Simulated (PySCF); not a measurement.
C5H10F2S.
SMILES with atom numbers: `[CH3:1][CH2:2][S:3][CH2:4][CH2:5][CH:6]([F:7])[F:8]` (hydrogens: H9, H10, H11 on C1; H12, H13 on C2; H14, H15 on C4; H16, H17 on C5; H18 on C6)

Method: PBE0-D3(BJ)/def2-SVP geometry optimisation, gas phase (PySCF); density fitting, grid level 1; the optimiser is geomeTRIC in internal coordinates, started from a GFN2-xTB structure.

Step 0: E = -21591.1656 eV
```
atom  x, y, z in Å  |  force x, y, z in eV/Å
C1      2.5553    0.6738   -0.1084   -0.073  -0.405  -0.351
C2      2.0734   -0.3810   -1.0857   -0.607   0.580   0.210
S3      0.3355   -0.1359   -1.5875   -0.027  -0.177   0.049
C4     -0.5080   -0.8350   -0.1178   -0.008   0.196  -0.637
C5     -2.0105   -0.6316   -0.2222    0.414   0.834   0.147
C6     -2.3757    0.8371   -0.0754   -0.428  -0.065   0.210
F7     -2.1124    1.2719    1.1841    0.252  -0.157  -0.022
F8     -3.7043    1.0229   -0.2639    0.013  -0.191  -0.128
H9      1.9961    0.6341    0.8237   -0.197   0.023   0.387
H10     2.4376    1.6653   -0.5385   -0.034   0.410  -0.121
H11     3.6076    0.5141    0.1166    0.474  -0.017   0.181
H12     2.1527   -1.3866   -0.6721    0.152  -0.387   0.044
H13     2.6386   -0.3332   -2.0159    0.209  -0.107  -0.310
H14    -0.2716   -1.8988   -0.0802    0.071  -0.333   0.132
H15    -0.1169   -0.3389    0.7706    0.057   0.062   0.376
H16    -2.5169   -1.1923    0.5671   -0.212  -0.113   0.178
H17    -2.3757   -0.9759   -1.1911   -0.166  -0.152  -0.266
H18    -1.8365    1.4905   -0.7773    0.112  -0.001  -0.078
```

Step 1: E = -21591.2176 eV
```
atom  x, y, z in Å  |  force x, y, z in eV/Å
C1      2.5002    0.7216   -0.1220    0.004   0.070   0.049
C2      2.0684   -0.3880   -1.0580    0.035  -0.150  -0.046
S3      0.3537   -0.2679   -1.6408    0.015   0.043   0.016
C4     -0.5133   -0.8909   -0.1702   -0.008  -0.018   0.074
C5     -2.0017   -0.5995   -0.2676    0.007  -0.084   0.049
C6     -2.3334    0.8553   -0.0445    0.192  -0.107   0.013
F7     -1.9257    1.2152    1.2025   -0.108   0.050  -0.078
F8     -3.6688    1.0345   -0.1160   -0.029   0.056   0.012
H9      1.8867    0.7450    0.7926    0.012   0.000  -0.020
H10     2.4084    1.7028   -0.6112    0.002  -0.009   0.020
H11     3.5504    0.5851    0.1854   -0.026   0.002  -0.005
H12     2.1930   -1.3832   -0.5943    0.026   0.070  -0.043
H13     2.6799   -0.3922   -1.9757   -0.034   0.008   0.047
H14    -0.3388   -1.9756   -0.0828   -0.027   0.029  -0.007
H15    -0.1102   -0.4080    0.7358   -0.001  -0.035  -0.059
H16    -2.5475   -1.1684    0.5052    0.031   0.022  -0.055
H17    -2.3957   -0.9151   -1.2478   -0.033   0.043   0.036
H18    -1.8373    1.5296   -0.7641   -0.055   0.010  -0.003
```

**Question.** Estimate the geometry and energy of step 2. (The exact step hangs on the optimiser's Hessian estimate; all steps are aligned on step 1, rigid shifts and turns removed.)

**Answer.** E = -21591.2228 eV, largest force 0.089 eV/Å
```
atom  x, y, z in Å  |  force x, y, z in eV/Å
C1      2.4970    0.7105   -0.1101    0.003   0.012   0.008
C2      2.0707   -0.3824   -1.0712   -0.015  -0.022   0.014
S3      0.3478   -0.2644   -1.6320    0.021  -0.003  -0.007
C4     -0.5110   -0.8960   -0.1589   -0.008   0.019   0.008
C5     -1.9991   -0.6030   -0.2512    0.013   0.022   0.036
C6     -2.3299    0.8567   -0.0593    0.076   0.037   0.028
F7     -1.9337    1.2586    1.1767    0.001  -0.040  -0.037
F8     -3.6652    1.0390   -0.1366   -0.081  -0.019  -0.028
H9      1.8944    0.6993    0.8110    0.003  -0.001   0.001
H10     2.3852    1.7034   -0.5696   -0.004  -0.002  -0.001
H11     3.5518    0.5811    0.1815   -0.001   0.001   0.005
H12     2.2171   -1.3852   -0.6366    0.013   0.003  -0.003
H13     2.6697   -0.3538   -1.9946   -0.009   0.018  -0.002
H14    -0.3397   -1.9802   -0.0721   -0.005   0.000  -0.020
H15    -0.1005   -0.4139    0.7419   -0.005  -0.010   0.009
H16    -2.5428   -1.1611    0.5283    0.003   0.009   0.002
H17    -2.4025   -0.9250   -1.2244   -0.014  -0.004   0.001
H18    -1.8410    1.5167   -0.7961    0.010  -0.020  -0.015
```

The energy changes by -0.0052 eV. The first-order estimate −F·Δx gives -0.0092 eV and the mean of the old and new forces, exact on a quadratic surface, -0.0053 eV. The step makes an angle of 79° with the force vector and moves no atom by more than 0.051 Å.

What follows is the cost of the whole optimisation. The run took 1.7 min on one thread, Intel Xeon Platinum 8488C (x86_64) (shared host), and the process peaked at 0.68 GiB of memory.
